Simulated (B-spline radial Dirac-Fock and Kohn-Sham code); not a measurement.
Scattering functions of Ag¹⁷⁺

System: silver as Ag¹⁷⁺, [Ar] 3d10 4s2.

Method: Dirac-Fock orbitals of the configuration average with a finite nucleus. Computed with a radial finite-basis atomic code. f₀ is the Fourier transform of the spherical electron density, S the Waller-Hartree incoherent function, and s = sin θ/λ. The electron scattering factor follows from the Mott-Bethe formula f_e = 0.023934 Å⁻¹·(Z − f₀)/s².

```
s (Å⁻¹)      f₀       S  f_e (Å)
      0  30.000   0.000        –
   0.05  29.924   0.092  163.478
    0.1  29.699   0.362   41.409
   0.15  29.331   0.785   18.795
    0.2  28.833   1.329   10.870
   0.25  28.219   1.957    7.192
    0.3  27.505   2.634    5.184
   0.35  26.711   3.331    3.964
    0.4  25.855   4.030    3.163
   0.45  24.953   4.719    2.606
    0.5  24.023   5.396    2.200
    0.6  22.131   6.722    1.653
    0.7  20.265   8.031    1.306
    0.8  18.478   9.325    1.067
    0.9  16.799  10.584    0.892
      1  15.244  11.783    0.760
    1.1  13.819  12.904    0.656
    1.2  12.528  13.946    0.573
    1.4  10.351  15.815    0.448
    1.6   8.692  17.440    0.358
    1.8   7.484  18.851    0.292
      2   6.628  20.069    0.242
    2.5   5.370  22.422    0.159
      3   4.570  24.093    0.113
    3.5   3.851  25.333    0.084
      4   3.190  26.264    0.066
      5   2.191  27.472    0.043
      6   1.627  28.155    0.030
```

f₀ starts at the number of electrons, 30, and has fallen to half at s ≈ 1.02 Å⁻¹. The sum of ⟨r²⟩ over the electrons is 4.131 bohr². For an ion f_e diverges as s goes to zero, because of the net charge.
